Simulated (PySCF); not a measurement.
Q: What does the PBE0-D3(BJ)/def2-SVP structure of InChI=1S/CH6ClGeP/c1-3(2)4/h3H,4H2,1H3/t3-/m1/s1 look like in three dimensions?

A: 
```
atom  x, y, z in Å
C1    -1.2523   -0.6155    0.1794
Ge2    0.0541    0.8216    0.2271
P3     2.2060    0.1972   -0.3751
Cl4   -0.5850    2.2832   -1.2513
H5    -0.9886   -1.3867    0.9185
H6    -1.2600   -1.0675   -0.8225
H7    -2.2559   -0.2260    0.4025
H8     0.0777    1.5576    1.5800
H9     2.2040   -0.8882    0.5597
H10    1.7329   -0.6244   -1.4452
```

Any rigid rotation of these coordinates is as good. Atoms count from 1 in this order. Ge2 (germanium bonded to C, Cl, P and H) is distorted tetrahedral (angles from 106.1° to 114.7°). P3 (three-coordinate phosphorus) is pyramidal (angles 93.0°, 92.4° and 91.9°, sum 277.3°, 0.89 Å off the plane of its three neighbours).

Bonds between heavy atoms (Å): C1–Ge2 1.943, Ge2–P3 2.320, Ge2–Cl4 2.175.

The calculation used PBE0-D3(BJ)/def2-SVP geometry optimisation, gas phase in PySCF.

Point group: C1 (no symmetry element, even within 0.4 Å). Not checked by PBE0-D3(BJ)/def2-SVP frequencies. The numbers are those of one conformer (C1–Ge2–P3–H -52° and 41°).
